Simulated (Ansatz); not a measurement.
`C=C[Si](N)(N)Cl` + HBr → `N[Si](N)(Cl)Br` + `C=C`  (ligand exchange at the Si–C bond)

Calculated with Ansatz (gas phase, PBE0-D4/def2-TZVP geometries, no zero-point term in ΔE). CCSD(T)/CBS is the MP2 limit (def2-TZVPP, def2-QZVPP) plus CCSD(T) − MP2 in def2-TZVPP, frozen cores. This one scheme is used for every species. DFT in def2-TZVPP. B3LYP here is the variant with VWN-RPA as its local correlation; programs differ in this. For Br outer-core shells are correlated without core-valence functions, which leaves a few kJ/mol of doubt a bond. Scalar relativity is left out up to krypton. One conformer a species, not always the lowest.

```tsv
level	ΔE (kJ/mol)	difference from CCSD(T)/CBS
PBE-D4	-91.1	2.9
r2SCAN-D4	-94.8	-0.8
PBE0-D4	-93.7	0.3
ωB97X-V	-92.8	1.2
ωB97M-V	-93.5	0.5
r2SCAN	-96.0	-2.0
B3LYP	-94.4	-0.4
HF/def2-TZVPP	-101.7	-7.7
SCS-MP2/def2-TZVPP	-92.3	1.7
CCSD/def2-TZVPP	-89.7	4.3
CCSD(T)/def2-TZVPP	-88.2	5.8
HF/def2-QZVPP	-101.3	-7.3
MP2/def2-QZVPP	-96.5	-2.5
HF/CBS(def2)	-101.3	-7.3
MP2/CBS(def2)	-99.1	-5.1
CCSD/CBS(def2)	-95.5	-1.5
CCSD(T)/CBS	-94.0	0
```

Largest T1 diagnostic among the species: 0.011.

In def2-TZVPP, CCSD(T) changes the Hartree–Fock value by +13.5 kJ/mol (the triples alone add +1.5 kJ/mol) and MP2 by +8.4 kJ/mol.
